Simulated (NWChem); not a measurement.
Everything below was run with NWChem. System: H5GeSi, charge 0, spin multiplicity 2, at a geometry optimised with UB3LYP/def2-SVP. The structure started from a generated list of species. Its SCF solution wasn't tested for a lower state. Level: UHF/def2-SVPD.

Input file:

```
start mol
memory heap 200 mb stack 900 mb global 1100 mb
geometry units angstroms nocenter noautoz
  Si    -0.177829     1.582274     0.000000
  Ge     0.126821    -0.794702     0.000000
  H      0.470994     2.153031    -1.215590
  H      0.470994     2.153031     1.215590
  H     -1.622335     1.969772     0.000000
  H     -0.444163    -1.498600    -1.259373
  H     -0.444163    -1.498600     1.259373
  symmetry group Cs
end
basis spherical
  * library def2-svpd
end
scf
  uhf
  nopen 1
  maxiter 100
  thresh 1e-7
  semidirect memsize 60000000 filesize 0
  # guess.movecs holds the orbitals of an unrestricted PBE0 run
  vectors input guess.movecs output mol.movecs
end
task scf energy
```

Output (cleaned and shortened):

```
             Northwest Computational Chemistry Package (NWChem) 7.3.0
             --------------------------------------------------------

                                NWChem Input Module
                                -------------------

 Scaling coordinates for geometry "geometry" by  1.889725989
 (inverse scale =  0.529177249)

 Turning off AUTOSYM since
 SYMMETRY directive was detected!

                             Geometry "geometry" -> ""
                             -------------------------

 Output coordinates in angstroms (scale by  1.889725989 to convert to a.u.)

  No.       Tag          Charge          X              Y              Z
 ---- ---------------- ---------- -------------- -------------- --------------
    1 Si                  14.0000    -0.17782900     1.58227400     0.00000000
    2 Ge                  32.0000     0.12682100    -0.79470200     0.00000000
    3 H                    1.0000     0.47099400     2.15303100    -1.21559000
    4 H                    1.0000     0.47099400     2.15303100     1.21559000
    5 H                    1.0000    -1.62233500     1.96977200     0.00000000
    6 H                    1.0000    -0.44416300    -1.49860000    -1.25937300
    7 H                    1.0000    -0.44416300    -1.49860000     1.25937300

 Effective nuclear repulsion energy (a.u.)     157.4698632482

            Nuclear Dipole moment (a.u.)
            ----------------------------
        X                 Y               Z
 ---------------- ---------------- ----------------
    -0.0000132281     0.0000113384     0.0000000000

      Symmetry information
      --------------------

 Group name             Cs
 Group number              2
 Group order               2
 No. of unique centers     5

      Symmetry unique atoms

     1    2    3    5    6


 Summary of "ao basis" -> "" (spherical)
 ------------------------------------------------------------------------------
       Tag                 Description            Shells   Functions and Types
 ---------------- ------------------------------  ------  ---------------------
 *                         def2-svpd                  on all atoms

 Summary of "ao basis" -> "ao basis" (spherical)
 ------------------------------------------------------------------------------
       Tag                 Description            Shells   Functions and Types
 ---------------- ------------------------------  ------  ---------------------
 Si                        def2-svpd                10       24   5s3p2d
 Ge                        def2-svpd                14       38   6s4p4d
 H                         def2-svpd                 4        8   2s2p

                                 NWChem SCF Module
                                 -----------------

  ao basis        = "ao basis"
  functions       =   102
  atoms           =     7
  alpha electrons =    26
  beta  electrons =    25
  charge          =   0.00
  wavefunction    = UHF
  use symmetry    = T
  symmetry adapt  = T

 Summary of "ao basis" -> "ao basis" (spherical)
 ------------------------------------------------------------------------------
       Tag                 Description            Shells   Functions and Types
 ---------------- ------------------------------  ------  ---------------------
 Si                        def2-svpd                10       24   5s3p2d
 Ge                        def2-svpd                14       38   6s4p4d
 H                         def2-svpd                 4        8   2s2p

      Symmetry analysis of basis
      --------------------------

        a'         65
        a"         37

 Forming initial guess at       0.0s

   Symmetry analysis of molecular orbitals - initial alpha
   -------------------------------------------------------

  Numbering of irreducible representations:

     1 a'          2 a"

  Orbital symmetries:

     1 a'          2 a'          3 a'          4 a'          5 a'
     6 a"          7 a'          8 a'          9 a'         10 a'
    11 a"         12 a'         13 a"         14 a'         15 a'
    16 a"         17 a'         18 a"         19 a'         20 a'
    21 a'         22 a"         23 a'         24 a"         25 a'
    26 a'         27 a'         28 a'         29 a"         30 a'
    31 a"         32 a'         33 a'         34 a'         35 a'
    36 a"

   Symmetry analysis of molecular orbitals - initial beta
   ------------------------------------------------------

  Numbering of irreducible representations:

     1 a'          2 a"

  Orbital symmetries:

     1 a'          2 a'          3 a'          4 a'          5 a"
     6 a'          7 a'          8 a'          9 a'         10 a"
    11 a'         12 a'         13 a'         14 a"         15 a'
    16 a"         17 a'         18 a"         19 a'         20 a'
    21 a'         22 a"         23 a'         24 a"         25 a'
    26 a'         27 a'         28 a'         29 a"         30 a'
    31 a"         32 a'         33 a'         34 a'         35 a"
    36 a'

 Starting SCF solution at       0.1s

 ----------------------------------------------
         Quadratically convergent UHF

 Convergence threshold     :          1.000E-07
 Maximum no. of iterations :          100
 Integral*density screening:          1.000E-09
 ----------------------------------------------

              iter       energy          gnorm     gmax       time
             ----- ------------------- --------- --------- --------
                 1    -2366.8023536821  4.10D-01  4.69D-02      1.0
                 2    -2366.8219534053  2.92D-02  5.42D-03      1.3
[...]
              MO Center= -2.3D-02,  8.4D-02, -2.9D-14, r^2= 3.4D+00
   Bfn.  Coefficient  Atom+Function         Bfn.  Coefficient  Atom+Function
  ----- ------------  ---------------      ----- ------------  ---------------
    38      0.308319  2 Ge py                13     -0.272879  1 Si py
    10     -0.242338  1 Si py                41      0.224115  2 Ge py
    35     -0.182390  2 Ge py                87     -0.174121  6 H  s
    95     -0.174121  7 H  s

 Vector   26  Occ=1.000000D+00  E=-3.180572D-01  Symmetry=a'
              MO Center=  3.5D-01, -6.3D-01,  4.3D-13, r^2= 3.0D+00
   Bfn.  Coefficient  Atom+Function         Bfn.  Coefficient  Atom+Function
  ----- ------------  ---------------      ----- ------------  ---------------
    40      0.527217  2 Ge px                37      0.415208  2 Ge px
    29      0.256368  2 Ge s                 34     -0.231488  2 Ge px
    28      0.204036  2 Ge s                  4     -0.168804  1 Si s
    13      0.155620  1 Si py

 Vector   27  Occ=0.000000D+00  E= 7.931939D-02  Symmetry=a'
              MO Center=  3.9D-01, -9.6D-01, -3.3D-13, r^2= 1.1D+01
   Bfn.  Coefficient  Atom+Function         Bfn.  Coefficient  Atom+Function
  ----- ------------  ---------------      ----- ------------  ---------------
    29      4.332204  2 Ge s                 30     -3.946549  2 Ge s
     4      0.954383  1 Si s                 88     -0.537582  6 H  s
    96     -0.537582  7 H  s                 41     -0.510070  2 Ge py
    40     -0.358864  2 Ge px                13      0.307875  1 Si py
    94     -0.253301  6 H  pz               102      0.253301  7 H  pz

 Vector   28  Occ=0.000000D+00  E= 8.555485D-02  Symmetry=a'
              MO Center= -2.2D-01,  1.8D+00,  7.0D-16, r^2= 1.2D+01
   Bfn.  Coefficient  Atom+Function         Bfn.  Coefficient  Atom+Function
  ----- ------------  ---------------      ----- ------------  ---------------
     4      5.977571  1 Si s                  5     -4.987428  1 Si s
    30      1.727951  2 Ge s                 29     -0.958681  2 Ge s
    80     -0.742975  5 H  s                 64     -0.714927  3 H  s
    72     -0.714927  4 H  s                 13      0.654796  1 Si py
    84     -0.350707  5 H  px                70     -0.309519  3 H  pz

 Vector   29  Occ=0.000000D+00  E= 1.226512D-01  Symmetry=a"
              MO Center= -1.4D-01,  2.9D-01, -1.5D-11, r^2= 6.2D+00
   Bfn.  Coefficient  Atom+Function         Bfn.  Coefficient  Atom+Function
  ----- ------------  ---------------      ----- ------------  ---------------
    23      0.566675  1 Si d  1              59      0.544767  2 Ge d -1
    61     -0.345380  2 Ge d  1              21     -0.248983  1 Si d -1
    64     -0.234025  3 H  s                 72      0.234025  4 H  s
    14     -0.218459  1 Si pz                42      0.200972  2 Ge pz

                     UHF Final Beta Molecular Orbital Analysis
                     -----------------------------------------

 Vector   23  Occ=1.000000D+00  E=-4.852004D-01  Symmetry=a'
              MO Center= -7.5D-01,  1.9D+00,  2.1D-13, r^2= 2.1D+00
   Bfn.  Coefficient  Atom+Function         Bfn.  Coefficient  Atom+Function
  ----- ------------  ---------------      ----- ------------  ---------------
    79      0.370664  5 H  s                 12     -0.294295  1 Si px
     9     -0.282041  1 Si px                63     -0.174973  3 H  s
    71     -0.174973  4 H  s                  6      0.163637  1 Si px
    80      0.154835  5 H  s

 Vector   24  Occ=1.000000D+00  E=-4.599475D-01  Symmetry=a"
              MO Center= -1.8D-01, -7.5D-01,  1.3D-16, r^2= 3.9D+00
   Bfn.  Coefficient  Atom+Function         Bfn.  Coefficient  Atom+Function
  ----- ------------  ---------------      ----- ------------  ---------------
    87     -0.294960  6 H  s                 95      0.294960  7 H  s
    39      0.275127  2 Ge pz                42      0.191663  2 Ge pz
    88     -0.177081  6 H  s                 96      0.177081  7 H  s
    36     -0.170127  2 Ge pz

 Vector   25  Occ=1.000000D+00  E=-4.020402D-01  Symmetry=a'
              MO Center= -4.1D-02,  2.4D-01,  1.7D-14, r^2= 3.2D+00
   Bfn.  Coefficient  Atom+Function         Bfn.  Coefficient  Atom+Function
  ----- ------------  ---------------      ----- ------------  ---------------
    38     -0.314147  2 Ge py                13      0.310283  1 Si py
    10      0.262783  1 Si py                 4     -0.213481  1 Si s
    35      0.184629  2 Ge py                41     -0.181101  2 Ge py
    87      0.158334  6 H  s                 95      0.158334  7 H  s

 Vector   26  Occ=0.000000D+00  E= 2.836880D-02  Symmetry=a'
              MO Center=  4.8D-01, -6.3D-01, -2.1D-14, r^2= 4.3D+00
   Bfn.  Coefficient  Atom+Function         Bfn.  Coefficient  Atom+Function
  ----- ------------  ---------------      ----- ------------  ---------------
    29      1.219393  2 Ge s                 30     -1.000391  2 Ge s
    40     -0.624259  2 Ge px                 4      0.618504  1 Si s
    88     -0.267803  6 H  s                 96     -0.267803  7 H  s
    37     -0.259909  2 Ge px                41     -0.255215  2 Ge py
    28     -0.216335  2 Ge s                 20      0.215084  1 Si d -2

 Vector   27  Occ=0.000000D+00  E= 8.639649D-02  Symmetry=a'
              MO Center=  1.3D-01, -7.6D-01, -6.7D-15, r^2= 1.1D+01
   Bfn.  Coefficient  Atom+Function         Bfn.  Coefficient  Atom+Function
  ----- ------------  ---------------      ----- ------------  ---------------
    29      4.042102  2 Ge s                 30     -3.706469  2 Ge s
     4      1.326512  1 Si s                 41     -0.452146  2 Ge py
     5     -0.448726  1 Si s                 88     -0.435646  6 H  s
    96     -0.435646  7 H  s                 13      0.347518  1 Si py
    40     -0.224126  2 Ge px                94     -0.209594  6 H  pz

 Vector   28  Occ=0.000000D+00  E= 8.973542D-02  Symmetry=a'
              MO Center= -2.8D-01,  1.9D+00,  5.7D-13, r^2= 1.2D+01
   Bfn.  Coefficient  Atom+Function         Bfn.  Coefficient  Atom+Function
  ----- ------------  ---------------      ----- ------------  ---------------
     4      6.213670  1 Si s                  5     -5.240289  1 Si s
    30      2.056957  2 Ge s                 29     -1.231153  2 Ge s
    80     -0.791837  5 H  s                 64     -0.732368  3 H  s
    72     -0.732368  4 H  s                 13      0.727412  1 Si py
    84     -0.376521  5 H  px                70     -0.327502  3 H  pz

 center of mass
 --------------
 x =   0.04981154 y =  -0.19746589 z =   0.00000000

 moments of inertia (a.u.)
 ------------------
         498.222911703825          53.075385335740           0.000000000000
          53.075385335740          41.681492658182           0.000000000000
           0.000000000000           0.000000000000         495.799579010289

  Mulliken analysis of the total density
  --------------------------------------

    Atom       Charge   Shell Charges
 -----------   ------   -------------------------------------------------------
    1 Si  14    13.97   2.00  1.99  0.96  0.18  0.01  5.94  1.20  1.45  0.18  0.06
    2 Ge  32    31.79   2.00  2.00  2.00  1.07  0.17  0.03  6.00  5.98  1.27  1.16  8.15  1.80  0.15  0.02
    3 H    1     1.02   0.74  0.30  0.01 -0.03
    4 H    1     1.02   0.74  0.30  0.01 -0.03
    5 H    1     1.02   0.73  0.30  0.01 -0.02
    6 H    1     1.09   0.70  0.38  0.01 -0.00
    7 H    1     1.09   0.70  0.38  0.01 -0.00

  Mulliken analysis of the alpha density
  --------------------------------------

    Atom       Charge   Shell Charges
 -----------   ------   -------------------------------------------------------
    1 Si  14     6.97   1.00  0.99  0.48  0.09  0.01  2.97  0.60  0.72  0.09  0.03
    2 Ge  32    16.44   1.00  1.00  1.00  0.58  0.15 -0.00  3.00  2.99  0.81  0.86  4.07  0.90  0.08  0.01
    3 H    1     0.51   0.37  0.15  0.01 -0.01
    4 H    1     0.51   0.37  0.15  0.01 -0.01
    5 H    1     0.53   0.38  0.16  0.01 -0.01
    6 H    1     0.52   0.35  0.17  0.01 -0.00
    7 H    1     0.52   0.35  0.17  0.01 -0.00

   Mulliken analysis of the beta density
   -------------------------------------

    Atom       Charge   Shell Charges
 -----------   ------   -------------------------------------------------------
    1 Si  14     6.99   1.00  0.99  0.48  0.09  0.00  2.97  0.60  0.73  0.09  0.03
    2 Ge  32    15.36   1.00  1.00  1.00  0.50  0.03  0.03  3.00  2.99  0.46  0.31  4.08  0.89  0.07  0.00
    3 H    1     0.51   0.37  0.15  0.01 -0.01
    4 H    1     0.51   0.37  0.15  0.01 -0.01
    5 H    1     0.50   0.36  0.14  0.01 -0.01
    6 H    1     0.56   0.35  0.20  0.01  0.00
    7 H    1     0.56   0.35  0.20  0.01  0.00

   Mulliken analysis of the spin density
   -------------------------------------

    Atom       Charge   Shell Charges
 -----------   ------   -------------------------------------------------------
    1 Si  14    -0.02   0.00  0.00  0.00 -0.01  0.00  0.00  0.00 -0.02  0.01 -0.00
    2 Ge  32     1.08   0.00  0.00  0.00  0.08  0.12 -0.03  0.00  0.00  0.35  0.55 -0.02  0.01  0.00  0.01
    3 H    1    -0.01  -0.00 -0.00  0.00  0.00
    4 H    1    -0.01  -0.00 -0.00  0.00  0.00
    5 H    1     0.03   0.02  0.01 -0.00 -0.01
    6 H    1    -0.04  -0.01 -0.03  0.00 -0.01
    7 H    1    -0.04  -0.01 -0.03  0.00 -0.01

       Multipole analysis of the density wrt the origin
       ------------------------------------------------

     L   x y z        total         alpha         beta         nuclear
     -   - - -        -----         -----         ----         -------
     0   0 0 0     -0.000000    -26.000000    -25.000000     51.000000

     1   1 0 0     -0.000508     -0.489514      0.489019     -0.000013
     1   0 1 0      0.087182      0.788166     -0.700995      0.000011
     1   0 0 1     -0.000000     -0.000000      0.000000      0.000000

     2   2 0 0    -26.672722    -24.162164    -18.321807     15.811249
     2   1 1 0     -0.048019     13.913774     11.037839    -24.999632
     2   1 0 1     -0.000000     -0.000000     -0.000000      0.000000
     2   0 2 0    -26.933801   -146.005763   -141.267930    260.339892
     2   0 1 1      0.000000      0.000000      0.000000      0.000000
     2   0 0 2    -26.467913    -24.978381    -23.370724     21.881192

 Task  times  cpu:        3.1s     wall:        3.1s

 Total times  cpu:        3.2s     wall:        3.2s
```
